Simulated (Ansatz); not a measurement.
Reactions of BGaGeH6O, SMILES `O[BH][GaH][GeH3]`.

Calculated with Ansatz (gas phase, PBE0-D4/def2-TZVP geometries, no zero-point term in ΔE). CCSD(T)/CBS is the MP2 limit (def2-TZVPP, def2-QZVPP) plus CCSD(T) − MP2 in def2-TZVPP, frozen cores. This one scheme is used for every species. DFT in def2-TZVPP. B3LYP here is the variant with VWN-RPA as its local correlation; programs differ in this. For Br, Ga, Ge outer-core shells are correlated without core-valence functions, which leaves a few kJ/mol of doubt a bond. Scalar relativity is left out up to krypton. One conformer a species, not always the lowest.

| reaction | PBE-D4 (kJ/mol) | B3LYP-D4 (kJ/mol) | ωB97X-V (kJ/mol) | CCSD(T)/CBS(def2) (kJ/mol) |
| --- | --- | --- | --- | --- |
| `O[BH][GaH][GeH3]` + `C=C(N)S` → `C=C(N)SBO` + `[GaH2][GeH3]` | -112 | -112 | -113 | -110 |
| `O[BH][GaH][GeH3]` + `C=[CH][AlH2]` → `C=[CH][GaH][GeH3]` + `O[BH][AlH2]` | 28 | 30 | 27 | 26 |
| `O[BH][GaH][GeH3]` + `N[SiH3]` → `[SiH3][NH][GeH3]` + `O[BH][GaH2]` | 47 | 38 | 30 | 36 |
| `O[BH][GaH][GeH3]` + `CCN[SiH2]Cl` → `CC[N]([GeH3])[SiH2]Cl` + `O[BH][GaH2]` | 48 | 39 | 33 | 34 |
| `O[BH][GaH][GeH3]` + `[OH][GeH3]` → `[GeH3][O][GeH3]` + `O[BH][GaH2]` | 27 | 14 | 6 | 14 |
| `O[BH][GaH][GeH3]` + `C#C[SiH3]` → `[SiH3]C#[C][GeH3]` + `O[BH][GaH2]` | 34 | 29 | 22 | 26 |
| `O[BH][GaH][GeH3]` + HBr → `[GeH3][Br]` + `O[BH][GaH2]` | -27 | -35 | -42 | -33 |
| `O[BH][GaH][GeH3]` + `OCS` → `OBSCO` + `[GaH2][GeH3]` | -104 | -105 | -106 | -101 |
| `O[BH][GaH][GeH3]` + `[NH2][AlH2]` → `OB[NH][AlH2]` + `[GaH2][GeH3]` | -113 | -122 | -123 | -119 |
| `O[BH][GaH][GeH3]` + `CCl` → `OBCCl` + `[GaH2][GeH3]` | -33 | -36 | -39 | -34 |

Largest T1 diagnostic: 0.014, for `O[BH][GaH2]`.
